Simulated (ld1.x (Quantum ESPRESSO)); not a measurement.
Pseudopotential generation for O: TM, PBE, scalar-relativistic.

ld1.x (Quantum ESPRESSO) 7.5 was run on this input:

```
&input
   title='O', zed=8., rel=1, dft='PBE', iswitch=3,
   config='[He] 2s2 2p4 3d-2',
   nld=3, rlderiv=1.40, eminld=-4.0, emaxld=5.0, deld=0.02
 /
 &inputp
   pseudotype=2, tm=.true., lloc=-1, rcloc=0.70,
   nlcc=.false.,
   file_pseudopw='O.UPF', file_wfcaegen='ae.wfc', file_wfcncgen='nc.wfc', file_beta='beta', file_chi='chi'
 /
3
2S  1  0   2.00   0.00  0.65  0.65  0.0
2P  2  1   4.00   0.00  1.30  1.30  0.0
3D  3  2  -2.00   0.50  1.25  1.25  0.0
 &test
   configts(1)='2s2 2p4'
 /
```

Command:

```bash
ld1.x < O.in > O.out
```

The program printed (shortened: banner, matrices, multipoles, cross overlaps and the repeated all-electron block are left out):

```
Program LD1 v.7.5
     --------------------------- All-electron run ----------------------------

     O
     scalar relativistic calculation

     atomic number is  8.00
     dft =PBE   lsd =0 sic =0 latt =0  beta=0.20 tr2=1.0E-14
     Exchange-correlation= PBE
                           (   1   4   3   4   0   0   0)
     mesh =1095 r(mesh) =  99.04343 a.u. xmin = -7.00 dx = 0.01250
     1 Ry =  13.60569312 eV, c = 137.03599908

     n l     nl                  e(Ry)          e(Ha)          e(eV)
     1 0     1S 1( 2.00)       -37.8295       -18.9148      -514.6969
     2 0     2S 1( 2.00)        -1.7611        -0.8806       -23.9616
     2 1     2P 1( 4.00)        -0.6637        -0.3319        -9.0308

     final scf error:  9.7E-15 reached in  23 iterations

     Etot =    -150.004152 Ry,     -75.002076 Ha,   -2040.910458 eV

     Ekin =     149.791567 Ry,      74.895784 Ha,    2038.018097 eV
     Encl =    -356.113718 Ry,    -178.056859 Ha,   -4845.173959 eV
     Eh   =      72.868749 Ry,      36.434374 Ha,     991.429835 eV
     Exc  =     -16.550750 Ry,      -8.275375 Ha,    -225.184431 eV

     normalization and overlap integrals

     s(1S/1S) =  1.000000  <r> =   0.1995  <r2> =    0.0538  r(max) =   0.1298
     s(2S/2S) =  1.000000  <r> =   1.1394  <r2> =    1.5805  r(max) =   0.8677
     s(2P/2P) =  1.000000  <r> =   1.2657  <r2> =    2.1375  r(max) =   0.8151

     ------------------------ End of All-electron run ------------------------

     --------------------- Generating NC pseudopotential ---------------------

      Generating local potential from pseudized AE potential:
      Matching radius rcloc =   0.7000

      Local pseudo, rcloc= 0.702 Estimated cut-off energy=    48.52 Ry

      Wfc   2S  rcut= 0.651  Using Troullier-Martins method

      Wfc   2P  rcut= 1.311  Using Troullier-Martins method

      Wfc   3D  rcut= 1.247  Using Troullier-Martins method

     ------------------- End of pseudopotential generation -------------------

     Computing logarithmic derivative in   1.40400
     Computing logarithmic derivative in   1.40400
     Computing the partial wave expansion
     R is outside the sphere for l=    0 j= 0.00
     R is outside the sphere for l=    1 j= 0.00
     R is outside the sphere for l=    2 j= 0.00

     ---------------------- Testing the pseudopotential ----------------------

     O
     scalar relativistic calculation

     atomic number is  8.00   valence charge is  6.00
     dft =PBE   lsd =0 sic =0 latt =0  beta=0.20 tr2=1.0E-14
     mesh =1095 r(mesh) =  99.04343 xmin = -7.00 dx = 0.01250

     n l     nl             e AE (Ry)        e PS (Ry)    De AE-PS (Ry)
     1 0     2S   1( 2.00)       -1.76114       -1.76115        0.00001
     2 1     2P   1( 4.00)       -0.66375       -0.66376        0.00001

     eps = 2.5E-17  iter =  6

     Etot =    -150.004152 Ry,     -75.002076 Ha,   -2040.910458 eV
     Etotps =   -31.447882 Ry,     -15.723941 Ha,    -427.870229 eV

     Ekin =      21.596867 Ry,      10.798434 Ha,     293.840346 eV
     Encl =     -74.734835 Ry,     -37.367417 Ha,   -1016.819226 eV
     Ehrt =      27.179257 Ry,      13.589629 Ha,     369.792630 eV
     Ecxc =      -6.489015 Ry,      -3.244508 Ha,     -88.287551 eV
     Epseu=       0.999844 Ry,       0.499922 Ha,      13.603572 eV

     ---------------------- End of pseudopotential test ----------------------
```

Generation and configuration tests took about 1.1 s on one core of a shared server CPU.
